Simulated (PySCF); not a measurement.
BBr$_{3}$ (SMILES BrB(Br)Br), singlet, at a GFN2-xTB geometry; DF-SVWN5/def2-SVP in PySCF.

Input for PySCF:
```python
from pyscf import gto, scf, dft

mol = gto.Mole()
mol.atom = '''
    B     0.018083   -0.019782   -0.037610
    Br   -1.507311   -1.111182   -0.137553
    Br    0.019712    1.666704   -0.864490
    Br    1.485016   -0.552696    1.007416
'''
mol.basis = 'def2-svp'
mol.charge = 0
mol.spin = 0
mol.verbose = 4
mol.build()

mf = dft.RKS(mol)
mf.xc = 'lda,vwn'
mf = mf.density_fit(auxbasis='def2-universal-jkfit')
mf.kernel()
```

What the program printed (banner, timings and long lists left out):

```
PySCF version 2.14.0

[INPUT] verbose = 4
[INPUT] num. atoms = 4
[INPUT] num. electrons = 110
[INPUT] charge = 0
[INPUT] spin (= nelec alpha-beta = 2S) = 0
[INPUT] symmetry False subgroup None
[INPUT] Mole.unit = angstrom
[INPUT] Symbol           X                Y                Z      unit          X                Y                Z       unit  Magmom
[INPUT]  1 B      0.018083000000  -0.019782000000  -0.037610000000 AA    0.034171917511  -0.037382562196  -0.071072599545 Bohr   0.0
[INPUT]  2 Br    -1.507311000000  -1.111182000000  -0.137553000000 AA   -2.848404974544  -2.099829654546  -0.259937497612 Bohr   0.0
[INPUT]  3 Br     0.019712000000   1.666704000000  -0.864490000000 AA    0.037250281367   3.149614090717  -1.633649337425 Bohr   0.0
[INPUT]  4 Br     1.485016000000  -0.552696000000   1.007416000000 AA    2.806273530597  -1.044444070143   1.903740333505 Bohr   0.0

nuclear repulsion = 745.880457725458
number of shells = 42
number of NR pGTOs = 246
number of NR cGTOs = 110
basis = def2-svp
ecp = {}

******** <class 'pyscf.df.df_jk.DFRKS'> ********
method = DFRKS
initial guess = minao
damping factor = 0
level_shift factor = 0
DIIS = <class 'pyscf.scf.diis.CDIIS'>
diis_start_cycle = 1
diis_space = 8
diis_damp = 0
SCF conv_tol = 1e-09
SCF conv_tol_grad = None
SCF max_cycles = 50
direct_scf = False
XC library pyscf.dft.libxc version 7.1.2
    S. Lehtola, C. Steigemann, M. J. T. Oliveira, and M. A. L. Marques,  SoftwareX 7, 1–5 (2018)
XC functionals = lda,vwn
    P. A. M. Dirac,  Math. Proc. Cambridge Philos. Soc. 26, 376 (1930)
    F. Bloch,  Z. Phys. 57, 545 (1929)
    S. H. Vosko, L. Wilk, and M. Nusair,  Can. J. Phys. 58, 1200 (1980)
radial grids:
    Treutler-Ahlrichs [JCP 102, 346 (1995); DOI:10.1063/1.469408] (M4) radial grids

becke partition: Becke, JCP 88, 2547 (1988); DOI:10.1063/1.454033
pruning grids: <function nwchem_prune>
grids dens level: 3
symmetrized grids: False
atomic radii adjust function: <function treutler_atomic_radii_adjust>
small_rho_cutoff = 0
Set gradient conv threshold to 3.16228e-05
Initial guess from minao.
tot grids = 75320
init E= -7732.82792072148
  HOMO = -0.290290724250365  LUMO = -0.118405769197339  gap/eV = 4.67723
cycle= 1 E= -7735.55096492282  delta_E= -2.72  |g|= 0.328  |ddm|= 2.59
  HOMO = -0.246465866980488  LUMO = -0.115133840171652  gap/eV = 3.57373
cycle= 2 E= -7735.5485444147  delta_E= 0.00242  |g|= 0.255  |ddm|= 0.427
  HOMO = -0.251725443485995  LUMO = -0.0909504669108547  gap/eV = 4.37491
cycle= 3 E= -7735.55306795247  delta_E= -0.00452  |g|= 0.174  |ddm|= 0.398
  HOMO = -0.254124972020273  LUMO = -0.105038093046324  gap/eV = 4.05686
cycle= 4 E= -7735.56212014982  delta_E= -0.00905  |g|= 0.00537  |ddm|= 0.183
  HOMO = -0.255048401049642  LUMO = -0.105836509204186  gap/eV = 4.06026
cycle= 5 E= -7735.56212647286  delta_E= -6.32e-06  |g|= 0.00168  |ddm|= 0.0122
  HOMO = -0.254851496716435  LUMO = -0.105643166934096  gap/eV = 4.06017
cycle= 6 E= -7735.56212705818  delta_E= -5.85e-07  |g|= 0.000417  |ddm|= 0.00271
  HOMO = -0.254864247273001  LUMO = -0.105627961828747  gap/eV = 4.06093
cycle= 7 E= -7735.56212710539  delta_E= -4.72e-08  |g|= 5.03e-05  |ddm|= 0.000494
  HOMO = -0.25486668310712  LUMO = -0.105628821627129  gap/eV = 4.06097
cycle= 8 E= -7735.56212710601  delta_E= -6.15e-10  |g|= 2.23e-05  |ddm|= 8.07e-05
  HOMO = -0.254864765062099  LUMO = -0.105626313367454  gap/eV = 4.06099
Extra cycle  E= -7735.56212710587  delta_E= 1.36e-10  |g|= 3.1e-05  |ddm|= 5.84e-05
converged SCF energy = -7735.56212710587
```
